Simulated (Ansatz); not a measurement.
A nudged elastic band was laid between two geometries of BFH4N2 + ClH (10 atoms, charge 0, multiplicity 1).

All numbers below come from RKS PBE0/6-31G* (Ansatz).

```json
{
 "movable images": "9",
 "climbing image": "yes",
 "spring": "5.0 eV/Å²",
 "optimiser": "quadratic models (default)",
 "start path": "through a guess of the saddle point",
 "force threshold": "0.05 eV/Å",
 "iteration limit": "60",
 "end points": "relaxed"
}
```

First end point:

```xyz
10
Properties=species:S:1:pos:R:3
B 0.056 -0.272 0.049
N -0.019 0.029 1.466
H -0.853 -0.297 1.938
H 0.801 -0.144 2.032
N 1.251 -0.212 -0.679
H 2.124 0.123 -0.305
H 1.252 -0.328 -1.680
F -1.089 -0.582 -0.576
Cl -0.051 3.090 1.800
H -0.090 1.757 1.626
```

Last end point:

```xyz
10
Properties=species:S:1:pos:R:3
B 0.100 0.592 0.125
N -0.052 0.151 1.732
H -0.199 -0.857 1.780
H 0.807 0.370 2.232
N 1.246 -0.160 -0.411
H 0.998 -0.679 -1.245
H 2.064 0.399 -0.617
F -1.125 0.266 -0.401
Cl 0.371 2.452 0.286
H -0.827 0.629 2.190
```

(1) What changes between the two ends?

(2) Give the energies along the band, and the barrier.

(3) What is the geometry of the highest image?

Results:

(1) Bonds broken: Cl9–H10. Bonds formed: B1–Cl9, N2–H10. BFH4N2 + ClH becomes BClFH5N2.

(2) The forces met the threshold. The highest image is number 4 of 0 to 10, 0.45 eV above the first end and 0.74 eV above the last; the last end lies 0.29 eV below the first. The profile has 2 maxima (images 4, 8) with wells between them (image 7): this band takes more than one step, which may be the mechanism or a detour left from its start path. A vibrational analysis at the climbing image gives one clearly imaginary mode, 253i cm⁻¹: a first-order saddle point. The orbitals stay closed-shell, which can raise the energy where a bond breaks towards radicals; this wasn't checked here.

```tsv
image	path coordinate (Å)	energy (eV)	Cl9–H10 (Å)	B1–Cl9 (Å)	N2–H10 (Å)
0	0.00	0.00	1.34	3.79	1.74
1	0.44	0.01	1.34	3.60	1.74
2	0.88	0.06	1.35	3.32	1.69
3	1.32	0.29	1.49	2.97	1.40
4	1.76	0.45	1.86	2.71	1.10
5	2.81	-0.22	2.54	1.92	1.02
6	3.86	-0.26	2.70	1.89	1.02
7	4.91	-0.26	2.89	1.91	1.02
8	5.96	0.05	2.77	1.90	1.02
9	7.01	-0.20	2.86	1.87	1.02
10	8.07	-0.29	2.90	1.89	1.02
```

(3) 
```xyz
10
Properties=species:S:1:pos:R:3
B 0.015 0.070 0.102
N -0.004 0.045 1.652
H -0.884 -0.310 2.025
H 0.779 -0.442 2.084
N 1.229 -0.127 -0.563
H 2.071 0.280 -0.182
H 1.211 -0.053 -1.571
F -1.172 -0.119 -0.457
Cl 0.085 2.689 0.783
H 0.051 1.129 1.798
```

Run time: 9.3 min on 2 threads of Intel(R) Xeon(R) Platinum 8488C (Sapphire Rapids) (shared host), peak memory 0.21 GiB.
